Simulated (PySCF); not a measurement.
Polarisability and C₆ of Mn (manganese, neutral)

[Ar] 3d5 4s2, high-spin 6S determinant. All numbers are calculated (PySCF 2.14, the spin-free X2C one-electron Hamiltonian (Gaussian nucleus), in aug-cc-pVTZ-DK (8s7p5d3f2g, 93 functions)). Coupled (time-dependent) response in atomic units; α is the mean over directions.

```csv
method,mean α (bohr³),C₆ (like pair),S(−4)
M06-L,67.27,637.9,2334
```

S(−4) is the Cauchy moment in α(ω) = α(0) + S(−4) ω² + …

Reference α: 68 ± 9 bohr³ (recommended; Schwerdtfeger and Nagle, table of static dipole polarizabilities (2023 update)). Published C₆: 552.0 (Chu and Dalgarno (2004); Tang, Norbeck and Certain (1976)).

α(iu) at M06-L:

| u (hartree) | α(iu) (bohr³) |
| --- | --- |
| 0 | 67.27 |
| 0.0500 | 61.99 |
| 0.100 | 50.66 |
| 0.200 | 30.63 |
| 0.300 | 19.48 |
| 0.500 | 10.05 |
| 0.750 | 5.865 |
| 1.00 | 4.020 |
| 1.50 | 2.363 |
| 2.00 | 1.607 |
| 3.00 | 0.9090 |
| 5.00 | 0.4164 |
